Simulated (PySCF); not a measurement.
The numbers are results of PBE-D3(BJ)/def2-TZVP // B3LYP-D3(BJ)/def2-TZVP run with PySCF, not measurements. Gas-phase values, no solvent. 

Reference species (SMILES): `B=C=C` (neutral, multiplicity 1).

HOMO: -5.26 eV
HOMO–LUMO gap: 1.67 eV

Changed species: `C1=CB1`.

Problem. What does the change do to the HOMO and HOMO–LUMO gap?

Solution. the HOMO decreases by 1.44 eV, to -6.70 eV; the HOMO–LUMO gap rises by 3.61 eV, to 5.28 eV.
